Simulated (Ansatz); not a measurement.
The first iterations of a band of H4OSn (6 atoms, charge 0, multiplicity 1).

Method: RKS B3LYP/def2-SVP in Ansatz.

| Item | Value |
| --- | --- |
| movable images | 7 |
| climbing image | yes |
| spring | 5.0 eV/Å² |
| optimiser | quadratic models (default) |
| start path | through a guess of the saddle point |
| force threshold | 0.03 eV/Å |
| iteration limit | 60 |
| end points | relaxed |

Initial state:

```xyz
6
Properties=species:S:1:pos:R:3
Sn 0.351 -0.017 0.032
O 0.763 -0.124 1.989
H -0.037 -0.172 2.530
H 1.908 0.052 -0.675
H -0.572 1.405 -0.280
H -0.522 -1.425 -0.446
```

Final state:

```xyz
6
Properties=species:S:1:pos:R:3
Sn 0.082 0.494 -0.870
O 1.242 0.102 1.267
H 0.521 -0.044 1.898
H 1.740 -0.729 1.253
H -1.202 1.096 0.235
H -0.495 -1.200 -0.632
```

| iteration | highest image above the first end (eV) | largest band force component (eV/Å) |
| --- | --- | --- |
| 1 | 4.133 | 5.818 |
| 2 | 2.920 | 2.205 |
| 3 | 2.247 | 1.088 |
| 4 | 2.003 | 1.659 |

Question: Does the band converge within its limit, and where does its top end?

Answer: The forces met the threshold. It ended after 12 iterations with the highest image 1.955 eV above the first end. Beside the main top the profile has a ripple of under 15 meV (maxima at images 1, 4), which may be a very shallow well or noise. Neighbouring images differ by up to 1.6 eV, so the band resolves the path poorly. A vibrational analysis at the climbing image gives one clearly imaginary mode, 1248i cm⁻¹: a first-order saddle point. The orbitals stay closed-shell, which can raise the energy where a bond breaks towards radicals; this wasn't checked here.

The run took 2.3 min on 1 thread of Arm Neoverse V2, on a shared host, peak memory 0.12 GiB.
